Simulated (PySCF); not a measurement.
**Radial density of Ne (neon, neutral)**

TPSSh, [Ne], closed-shell 1S. All numbers are calculated (PySCF 2.14, the spin-free X2C one-electron Hamiltonian (Gaussian nucleus), in x2c-QZVPPall).

| r (bohr) | 4πr²ρ (e/bohr) |
| --- | --- |
| 0.00320 | 0.08018 |
| 0.00537 | 0.2134 |
| 0.00904 | 0.5526 |
| 0.0152 | 1.366 |
| 0.0256 | 3.112 |
| 0.0430 | 6.186 |
| 0.0724 | 9.774 |
| 0.122 | 10.65 |
| 0.205 | 7.069 |
| 0.344 | 5.376 |
| 0.579 | 7.794 |
| 0.974 | 5.917 |
| 1.64 | 1.717 |
| 2.76 | 0.1656 |
| 4.64 | 0.002676 |

Densities and radii are taken from the X2C orbitals without a picture-change correction, which distorts them close to the nucleus.
